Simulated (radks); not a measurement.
Spherical quantum dot in the effective-mass picture: electrons in a well V = -V0 / (1 + exp((r - R)/a)) with V0 = 5.34, R = 6.79, a = 0.34, all in effective atomic units (hartree* = m*/eps^2 hartree, bohr* = eps/m* bohr), one dielectric constant everywhere. Calculated with a radial shooting solver with Libxc functionals: non-relativistic Kohn-Sham, PBEsol, spin-polarised, spherical densities. Levels are named by radial order and angular momentum (1s, 1p, 1d, 2s, ...), and open shells are averaged over m.

N = 11, configuration 1s2 1p6 1d(up 3, down 0). This is the lowest configuration that the search found. Occupied levels:

level,occupation,eigenvalue (hartree*),<r> (bohr*)
1s up,1,-3.1814,4.423
1s down,1,-3.1553,4.374
1p up,3,-3.1206,4.596
1p down,3,-3.0926,4.569
1d up,3,-3.0154,4.758

Energy (hartree*): total -45.3784, kinetic 2.5945, external -57.696, Hartree 12.053, exchange-correlation -2.3299.
